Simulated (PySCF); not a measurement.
**Working out the ionisation energy of La⁺**

La⁺ [Xe] 5d2 (3F) → La²⁺ [Xe] 5d1 (2D). Computed with PySCF 2.14 in x2c-TZVPPall with one added diffuse shell each of s, p, d type (12s8p8d3f1g, 106 functions), with scalar relativity by spin-free X2C-1e. Frozen: [Kr] 4d10. Energies in hartree (1 hartree = 27.21139 eV):

```csv
part,La⁺ (lower),La²⁺ (upper)
UHF,-8489.087071,-8488.704005
CCSD correlation,-0.193276,-0.174832
(T),-0.005360,-0.004361
```

Problem. What does Hartree-Fock give?

Solution. (-8488.704005) − (-8489.087071) = 0.383066 hartree = 10.424 eV.

Problem. What do CCSD and CCSD(T) give?

Solution. The CCSD correlation energies differ by 0.018444 hartree = 0.502 eV and the triples by 0.000999 hartree = 0.027 eV, so CCSD gives 10.926 eV and CCSD(T) 10.953 eV.

A first-order spin-orbit estimate adds 0.010 eV to CCSD(T) (valence), giving 10.963 eV against 11.185 eV (measured; NIST Atomic Spectra Database, ionization energies).

What remains against the reference includes basis incompleteness, the frozen core and higher excitations.
